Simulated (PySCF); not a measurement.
Pt, quintet (another spin typed on purpose, not shown lowest) (core potentials on Pt); R2SCAN/def2-SV(P) (PySCF).

PySCF was given this input:
```python
from pyscf import gto, scf, dft

mol = gto.M(
    atom='''
Pt    0.000000    0.000000    0.000000
''',
    basis='def2-sv(p)',
    ecp={'Pt': 'def2-sv(p)'},
    charge=0,
    spin=4,
    verbose=4,
)

mf = dft.ROKS(mol)
mf.xc = 'r2scan'
mf.kernel()
```

Output, abridged:

```
PySCF version 2.14.0

[INPUT] verbose = 4
[INPUT] num. atoms = 1
[INPUT] num. electrons = 18
[INPUT] charge = 0
[INPUT] spin (= nelec alpha-beta = 2S) = 4
[INPUT] symmetry False subgroup None
[INPUT] Mole.unit = angstrom
[INPUT] Symbol           X                Y                Z      unit          X                Y                Z       unit  Magmom
[...]
nuclear repulsion = 0
number of shells = 11
number of NR pGTOs = 50
number of NR cGTOs = 25
basis = def2-sv(p)
ecp = {'Pt': 'def2-sv(p)'}

******** <class 'pyscf.dft.roks.ROKS'> ********
method = ROKS
initial guess = minao
damping factor = 0
level_shift factor = 0
DIIS = <class 'pyscf.scf.diis.CDIIS'>
diis_start_cycle = 1
diis_space = 8
diis_damp = 0
SCF conv_tol = 1e-09
SCF conv_tol_grad = None
SCF max_cycles = 50
direct_scf = True
direct_scf_tol = 1e-13
num. doubly occ = 7  num. singly occ = 4
XC library pyscf.dft.libxc version 7.1.2
    S. Lehtola, C. Steigemann, M. J. T. Oliveira, and M. A. L. Marques,  SoftwareX 7, 1–5 (2018)
XC functionals = r2scan
    J. W. Furness, A. D. Kaplan, J. Ning, J. P. Perdew, and J. Sun,  J. Phys. Chem. Lett. 11, 8208–8215 (2020)
    J. W. Furness, A. D. Kaplan, J. Ning, J. P. Perdew, and J. Sun,  J. Phys. Chem. Lett. 11, 9248–9248 (2020)
    J. W. Furness, A. D. Kaplan, J. Ning, J. P. Perdew, and J. Sun,  J. Phys. Chem. Lett. 11, 8208–8215 (2020)
    J. W. Furness, A. D. Kaplan, J. Ning, J. P. Perdew, and J. Sun,  J. Phys. Chem. Lett. 11, 9248–9248 (2020)
radial grids:
    Treutler-Ahlrichs [JCP 102, 346 (1995); DOI:10.1063/1.469408] (M4) radial grids

becke partition: Becke, JCP 88, 2547 (1988); DOI:10.1063/1.454033
pruning grids: <function nwchem_prune>
grids dens level: 3
symmetrized grids: False
atomic radii adjust function: <function treutler_atomic_radii_adjust>
small_rho_cutoff = 0
Set gradient conv threshold to 3.16228e-05
tot grids = 24312
init E= -107.937987963455

WARN: HOMO -0.29602889290475 >= LUMO -0.29602889290475

cycle= 1 E= -119.016009272906  delta_E= -11.1  |g|= 0.464  |ddm|= 5.75
[...]
cycle= 2 E= -119.000000420501  delta_E= 0.016  |g|= 0.465  |ddm|= 2.22
[...]
cycle= 3 E= -119.076044691846  delta_E= -0.076  |g|= 0.0826  |ddm|=  1.9
[...]
cycle= 4 E= -119.071994549852  delta_E= 0.00405  |g|= 0.101  |ddm|= 1.76
[...]
cycle= 5 E= -119.092548650276  delta_E= -0.0206  |g|= 0.0544  |ddm|= 0.613
[...]
cycle= 6 E= -119.114387643451  delta_E= -0.0218  |g|= 0.0222  |ddm|= 0.861
[...]
cycle= 7 E= -119.113611929264  delta_E= 0.000776  |g|= 0.0281  |ddm|=  0.4
[...]
cycle= 8 E= -119.114753921089  delta_E= -0.00114  |g|= 0.0194  |ddm|= 0.29
[...]
cycle= 9 E= -119.113389053342  delta_E= 0.00136  |g|= 0.0218  |ddm|= 0.365
[...]
cycle= 10 E= -119.115149135087  delta_E= -0.00176  |g|= 0.00886  |ddm|= 0.26
[...]
cycle= 11 E= -119.115571545914  delta_E= -0.000422  |g|= 0.00683  |ddm|= 0.201
[...]
cycle= 12 E= -119.115685298823  delta_E= -0.000114  |g|= 0.00418  |ddm|= 0.112
[...]
cycle= 13 E= -119.115781500611  delta_E= -9.62e-05  |g|= 0.00211  |ddm|= 0.095
[...]
cycle= 14 E= -119.115831179158  delta_E= -4.97e-05  |g|= 0.00123  |ddm|= 0.0534
[...]
cycle= 15 E= -119.115853463218  delta_E= -2.23e-05  |g|= 0.00123  |ddm|= 0.0504
[...]
cycle= 16 E= -119.115855442092  delta_E= -1.98e-06  |g|= 0.00116  |ddm|= 0.0141
[...]
cycle= 17 E= -119.115890411065  delta_E= -3.5e-05  |g|= 0.00104  |ddm|= 0.121
[...]
cycle= 18 E= -119.115896892808  delta_E= -6.48e-06  |g|= 0.000487  |ddm|= 0.0356
[...]
cycle= 19 E= -119.115896670721  delta_E= 2.22e-07  |g|= 0.000497  |ddm|= 0.00739
[...]
cycle= 20 E= -119.115897697688  delta_E= -1.03e-06  |g|= 0.000302  |ddm|= 0.00845
[...]
cycle= 21 E= -119.115898053313  delta_E= -3.56e-07  |g|= 0.000225  |ddm|= 0.0224
[...]
cycle= 22 E= -119.115898475422  delta_E= -4.22e-07  |g|= 6.85e-05  |ddm|= 0.0138
[...]
cycle= 23 E= -119.115898609529  delta_E= -1.34e-07  |g|= 5.56e-05  |ddm|= 0.00576
[...]
cycle= 24 E= -119.115898776354  delta_E= -1.67e-07  |g|= 5.7e-05  |ddm|= 0.00518
[...]
cycle= 25 E= -119.115899214951  delta_E= -4.39e-07  |g|= 4.2e-05  |ddm|= 0.0117
[...]
cycle= 26 E= -119.115899344883  delta_E= -1.3e-07  |g|= 4.2e-05  |ddm|= 0.00362
[...]
cycle= 27 E= -119.115900216671  delta_E= -8.72e-07  |g|= 3.92e-05  |ddm|= 0.0266
[...]
cycle= 28 E= -119.115901359302  delta_E= -1.14e-06  |g|= 3.97e-05  |ddm|= 0.0471
[...]
cycle= 29 E= -119.11590110373  delta_E= 2.56e-07  |g|= 3.45e-05  |ddm|= 0.0138
[...]
cycle= 30 E= -119.115901726302  delta_E= -6.23e-07  |g|= 4.52e-05  |ddm|= 0.0374
[...]
cycle= 31 E= -119.115901755054  delta_E= -2.88e-08  |g|= 3.23e-05  |ddm|= 0.00116
[...]
cycle= 32 E= -119.11590174818  delta_E= 6.87e-09  |g|= 2.62e-05  |ddm|= 0.00226
[...]
cycle= 33 E= -119.115901810241  delta_E= -6.21e-08  |g|= 3.81e-05  |ddm|= 0.00569
[...]
cycle= 34 E= -119.115901636038  delta_E= 1.74e-07  |g|= 3.48e-05  |ddm|= 0.00893
[...]
cycle= 35 E= -119.115902858835  delta_E= -1.22e-06  |g|= 4.76e-05  |ddm|= 0.0651
[...]
cycle= 36 E= -119.115903318014  delta_E= -4.59e-07  |g|= 7.25e-05  |ddm|= 0.0364
[...]
cycle= 37 E= -119.11590277944  delta_E= 5.39e-07  |g|= 2.78e-05  |ddm|= 0.0421
[...]
cycle= 38 E= -119.11590316937  delta_E= -3.9e-07  |g|= 5.32e-05  |ddm|= 0.0288
[...]
cycle= 39 E= -119.115903328703  delta_E= -1.59e-07  |g|= 6.89e-05  |ddm|= 0.0151
[...]
cycle= 40 E= -119.115903463372  delta_E= -1.35e-07  |g|= 0.000118  |ddm|= 0.0241
[...]
cycle= 41 E= -119.11590345036  delta_E= 1.3e-08  |g|= 0.000155  |ddm|= 0.0113
[...]
cycle= 42 E= -119.11590269246  delta_E= 7.58e-07  |g|= 2.46e-05  |ddm|= 0.0844
[...]
cycle= 43 E= -119.115902732709  delta_E= -4.02e-08  |g|= 2.51e-05  |ddm|= 0.00272
[...]
cycle= 44 E= -119.115901935215  delta_E= 7.97e-07  |g|= 2.5e-05  |ddm|= 0.0439
[...]
cycle= 45 E= -119.115901835954  delta_E= 9.93e-08  |g|= 3.08e-05  |ddm|= 0.00488
[...]
cycle= 46 E= -119.115902328207  delta_E= -4.92e-07  |g|= 2.78e-05  |ddm|= 0.0253
[...]
cycle= 47 E= -119.115903339102  delta_E= -1.01e-06  |g|= 2.64e-05  |ddm|= 0.0717
[...]
cycle= 48 E= -119.115902957002  delta_E= 3.82e-07  |g|= 2.21e-05  |ddm|= 0.0321
[...]
cycle= 49 E= -119.115903426165  delta_E= -4.69e-07  |g|= 2.68e-05  |ddm|= 0.0458
[...]
cycle= 50 E= -119.11590343311  delta_E= -6.94e-09  |g|= 3.58e-05  |ddm|= 0.00138
SCF not converged.
SCF energy = -119.11590343311
```

Convergence was not reached.
